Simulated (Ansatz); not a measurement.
Basis-set series for `[OH][Al]([Br])[Br]`. Charge 0, multiplicity 1. Geometry: relaxed with PBE0-D4/def2-TZVP. It is one conformer, not always the lowest.

| functional | basis | functions | energy (Eh) | HOMO (eV) | LUMO (eV) |
| --- | --- | --- | --- | --- | --- |
| PBE0-D4 | def2-TZVPP | 183 | -5466.02588 | -8.64 | -1.16 |
| PBE0-D4 | def2-QZVPP | 335 | -5466.14320 | -8.66 | -1.28 |
| ωB97M-V | def2-TZVPP | 183 | -5466.49228 | -10.84 | 0.53 |
| ωB97M-V | def2-QZVPP | 335 | -5466.60516 | -10.86 | 0.24 |

**Question.** Give the rows for def2-SVP. (An estimate is asked.)

**Answer.** The calculation gave: 
```csv
functional,basis,functions,energy (Eh),HOMO (eV),LUMO (eV)
PBE0-D4,def2-SVP,101,-5465.21694,-8.51,-0.96
ωB97M-V,def2-SVP,101,-5465.68576,-10.67,0.78
```

Positive LUMOs are unbound and depend on the basis. Scalar relativity is left out up to krypton.

Results of the Gaussian-basis code of Ansatz.
